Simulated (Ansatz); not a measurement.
These are Ansatz (a first-principles code) with frozen-core CCSD(T)/cc-pVQZ // M06-2X/def2-TZVP values and carry that method's errors.

Ansatz 0.2 input:
```yaml
crystal:
  periodic: [false, false, false]
  atoms:
    - { symbol: C, position_ang: [1.800339, -0.509343, 0.113847] }
    - { symbol: C, position_ang: [0.709278, -0.058641, -0.08689] }
    - { symbol: C, position_ang: [-0.644167, 0.453669, -0.323755] }
    - { symbol: O, position_ang: [-1.531071, 0.181141, 0.739923] }
    - { symbol: H, position_ang: [2.773036, -0.900052, 0.294694] }
    - { symbol: H, position_ang: [-0.610853, 1.538256, -0.42633] }
    - { symbol: H, position_ang: [-1.016609, 0.043129, -1.26808] }
    - { symbol: H, position_ang: [-1.474342, -0.755368, 0.951663] }
basis:
  gaussian: { orbitals: cc-pVQZ }
correlation:
  method: ccsd_t
```

Output:

```
Functional definition: HF
2004 factors; integrals over basis functions are off by at most 1.2e-3 eV
mean field evaluation 1: about -5189.0043 eV, gradient 3.6e1 eV
mean field evaluation 2: about -5189.0063 eV, gradient 3.6e1 eV
mean field evaluation 4: about -5191.8818 eV, gradient 4.1e0 eV
mean field evaluation 8: about -5191.9251 eV, gradient 2.0e-4 eV
mean field evaluation 16: about -5191.9232 eV, gradient 1.9e-1 eV
mean field -5191.92507337 eV, -190.7997272330 hartree, gradient 2.1e-6 eV, S^2 0.000000; 0 other end points of the search recorded, 0 dependent functions left out
4 core orbitals not correlated
reference -5191.92507337 eV, -190.7997272330 hartree; 11, 11 occupied and 325, 325 virtual orbitals, 2004 factors
second order -20.74142811 eV of doubles, -0.00000000 eV of singles
cycle   1  -20.43247388 eV  change    3.1e-1 eV  update   9.7e-2
cycle   2  -20.94940788 eV  change   -5.2e-1 eV  update   2.9e-2
cycle   3  -21.06038361 eV  change   -1.1e-1 eV  update   1.3e-2
cycle   4  -21.05560640 eV  change    4.8e-3 eV  update   3.9e-3
cycle   5  -21.05694229 eV  change   -1.3e-3 eV  update   1.7e-3
cycle   6  -21.05833518 eV  change   -1.4e-3 eV  update   4.5e-4
cycle   7  -21.05829173 eV  change    4.3e-5 eV  update   1.6e-4
cycle   8  -21.05825331 eV  change    3.8e-5 eV  update   4.6e-5
cycle   9  -21.05827853 eV  change   -2.5e-5 eV  update   1.9e-5
perturbative correction -0.97284284 eV, -0.0357513151 hartree
Total energy: -5213.95619474 eV, -191.6093560103 hartree
```

Cost: around 50 core-minutes (rough).
